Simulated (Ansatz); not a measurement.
CH7AlB2 (`B[CH](B)[AlH2]`). Total charge 0; spin multiplicity 1.

```xyz
11

B     1.466   -0.263   -0.254
C     0.147    0.166   -0.868
B    -0.470    1.245   -0.033
Al   -0.925   -0.917    0.495
H     2.364   -0.634   -0.953
H     1.648   -0.205    0.931
H     0.040    0.152   -1.947
H    -0.889    2.314   -0.349
H    -0.665    0.958    1.170
H    -0.241   -1.780    1.622
H    -2.474   -1.036    0.186
```

**Question.** What are the harmonic wavenumbers in cm⁻¹ at PBE0-D4/def2-TZVP (Ansatz, finite differences of forces, unscaled)? (Estimate.)

**Answer.** The calculation gave: 179, 217, 248, 342, 441, 474, 508, 528, 583, 749, 784, 848, 973, 978, 996, 1069, 1113, 1196, 1263, 1337, 1929, 1961, 2251, 2567, 2646, 2673, 3186.

**Question.** Is this a minimum?

**Answer.** Yes, all 27 modes are real.

**Question.** Give the ideal-gas thermochemistry at 298.15 K and 1 bar (rigid rotor, harmonic oscillator; point group C1, symmetry number 1).

**Answer.** Zero-point energy 191.6 kJ/mol; H(298) − E = 210.9 kJ/mol; entropy 314.8 J/(mol·K), of which translation 161.4, rotation 104.3, vibration 49.0; G(298) − E = 117.0 kJ/mol.

**Question.** And at 400, 500, 600, 800 and 1000 K?

**Answer.** 
```tsv
T (K)	H − E (kJ/mol)	S (J/mol/K)	G − E (kJ/mol)
400	223.0	349.6	83.2
500	237.1	380.9	46.6
600	252.9	409.7	7.1
800	288.4	460.7	-80.1
1000	327.9	504.7	-176.7
```
